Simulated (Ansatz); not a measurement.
Cost and result for the atomization energy of F2H3NSeSn (`[NH2][Sn]([F])([F])[SeH]`) (8 atoms, 7 bonds).

Cartesian coordinates in Å:
```
N 0.449 -1.599 -0.451
Sn -0.143 0.284 -0.185
F -1.864 0.466 0.635
F -0.468 0.914 -1.953
Se 1.421 1.708 1.114
H -0.074 -2.068 -1.182
H 0.412 -2.162 0.389
H 0.267 2.457 1.634
```

Charge 0, multiplicity 1. Correlated methods include outer-core shells of Se, Sn, which these sets cover unevenly. Scalar relativity is left out up to krypton. Sn takes the def2 core potential. All single points use the PBE0-D4/def2-TZVP geometry. It is one conformer, not always the lowest. Program: Ansatz. All runs use 4 threads of an AMD EPYC 9R45 on a shared host. Times are those of one run each, without the atoms' runs, and a repeat can differ threefold. Electronic energies, without spin–orbit coupling; frozen cores. CCSD(T)/CBS adds CCSD(T) − MP2 in def2-TZVPP to the MP2 limit, and its time is that of the two runs behind it. T1 = 0.013. With those shells the extrapolation isn't a true limit. B3LYP takes the VWN-RPA correlation (the form of Gaussian; ORCA's B3LYP/G). HSE06 is the plane-wave form, built on full-range PBE exchange.

CCSD(T)/CBS is a level of theory with its own doubt, some kJ/mol a heavy atom from the limit and from the frozen cores, so smaller differences don't rank the functionals.

```json
{"level": "LDA (SPW92)/def2-TZVPP", "functions": "233", "wall time": "0.55 s"}
{"level": "BLYP-D4/def2-TZVPP", "functions": "233", "wall time": "0.85 s"}
{"level": "PBE-D4/def2-TZVPP (with forces)", "functions": "233", "wall time": "0.95 s"}
{"level": "BHLYP-D4/def2-TZVPP", "functions": "233", "wall time": "1.4 s"}
{"level": "HSE06-D4/def2-TZVPP", "functions": "233", "wall time": "1.4 s"}
{"level": "r2SCAN-D4/def2-TZVPP (with forces)", "functions": "233", "wall time": "1.7 s"}
{"level": "B3LYP-D4/def2-TZVPP (with forces)", "functions": "233", "wall time": "1.9 s"}
{"level": "B2PLYP/def2-TZVPP", "functions": "233", "wall time": "2.4 s"}
{"level": "PBE-QIDH/def2-TZVPP", "functions": "233", "wall time": "2.4 s"}
{"level": "CCSD(T)/def2-SVP", "functions": "115", "wall time": "4.9 s"}
{"level": "MP2/def2-QZVPP", "functions": "432", "wall time": "7.5 s"}
{"level": "CCSD(T)/def2-TZVPP", "functions": "233", "wall time": "95 s"}
{"level": "CCSD(T)/CBS(def2)", "functions": "–", "wall time": "100 s"}
```

What atomization energy does each give, and how far from CCSD(T)/CBS? (Estimate.)

Computed: 
| level | atomization (kJ/mol) | difference from CCSD(T)/CBS | per bond |
| --- | --- | --- | --- |
| LDA (SPW92)/def2-TZVPP | 2944.4 | 411.8 | 58.8 |
| BLYP-D4/def2-TZVPP | 2510.2 | -22.4 | -3.2 |
| PBE-D4/def2-TZVPP (with forces) | 2558.4 | 25.8 | 3.7 |
| BHLYP-D4/def2-TZVPP | 2353.1 | -179.5 | -25.7 |
| HSE06-D4/def2-TZVPP | 2460.8 | -71.8 | -10.3 |
| r2SCAN-D4/def2-TZVPP (with forces) | 2490.4 | -42.2 | -6.0 |
| B3LYP-D4/def2-TZVPP (with forces) | 2476.0 | -56.6 | -8.1 |
| B2PLYP/def2-TZVPP | 2451.3 | -81.3 | -11.6 |
| PBE-QIDH/def2-TZVPP | 2435.1 | -97.5 | -13.9 |
| CCSD(T)/def2-SVP | 2242.5 | -290.1 | -41.4 |
| MP2/def2-QZVPP | 2548.3 | 15.7 | 2.2 |
| CCSD(T)/def2-TZVPP | 2413.0 | -119.6 | -17.1 |
| CCSD(T)/CBS(def2) | 2532.6 | 0.0 | 0.0 |

Leaving LDA and LC-ωPBE aside and taking each functional with its dispersion term where it has one, the values spread over 205.3 kJ/mol, from BHLYP-D4 to PBE-D4. LDA lies +405.2 kJ/mol from PBE without D4, its usual overbinding. In def2-TZVPP, CCSD(T) changes the Hartree–Fock value by +830.5 kJ/mol (the triples alone add +59.6 kJ/mol) and MP2 by +892.5 kJ/mol; breaking electron pairs costs correlation energy, which Hartree–Fock lacks. The D4 term adds +31.3 kJ/mol with B3LYP and +16.5 kJ/mol with PBE0; it sums over pairs of atoms, weighted by their polarisabilities, and B3LYP, whose exchange is more repulsive, gets the larger term.

Spin–orbit coupling would lower the free Sn atoms strongly, and the atomization energy with them, by more than many differences here. For some Ge, Se and Sn compounds the MP2-based and the directly extrapolated limit differ by 10 to 25 kJ/mol.
